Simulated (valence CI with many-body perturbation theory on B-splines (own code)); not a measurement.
# Sensitivity of CI+MBPT for N2+

Level of theory: configuration interaction combined with many-body perturbation theory (CI+MBPT): three valence electrons over a frozen Dirac-Fock core [He], a basis of 6 s, 6 p, 5 d, 3 f, 1 g functions for each j, with the one-electron correlation potential Σ1, the two-electron term Σ2, the three-electron term Σ3, Breit, model QED; selected CI, second order for the rest, scaled by the run's own slope (own B-spline code, finite nucleus).

Against 23 measured levels this calculation errs by 174 cm⁻¹ on average and by 399 at most. These come from a selection out of Moore, Selected Tables of Atomic Spectra, NSRDS-NBS 3, section 5. Levels without a partner in it may be off by more.

The reference run has the lowest level 2s2 2p 2P°_1/2 and an ionisation energy of 47.4239 eV. Its largest variational space holds 5274 state functions.

| Level | Reference (cm⁻¹) | Shift (cm⁻¹) |
| --- | --- | --- |
| 2s2 2p 2P°_3/2 | 174 | +0.1 |
| 2s 2p2 4P_1/2 | 57009 | -30 |
| 2s 2p2 4P_3/2 | 57068 | -30 |
| 2s 2p2 4P_5/2 | 57149 | -30 |
| 2s 2p2 2D_5/2 | 101199 | +62 |
| 2s 2p2 2D_3/2 | 101205 | +62 |
| 2s 2p2 2S_1/2 | 131403 | +133 |
| 2s 2p2 2P_1/2 | 146181 | +103 |
| 2s 2p2 2P_3/2 | 146291 | +103 |
| 2p3 4S°_3/2 | 186728 | +67 |
| 2p3 2D°_5/2 | 203224 | +64 |
| 2p3 2D°_3/2 | 203240 | +64 |

The ionisation energy moves by +0.0084 eV.

Q: Which of these changes was made?
A. three-electron term on → off
B. scale of Σ1 1 → 0.9
C. QED terms on → off

A: A. three-electron term on → off.
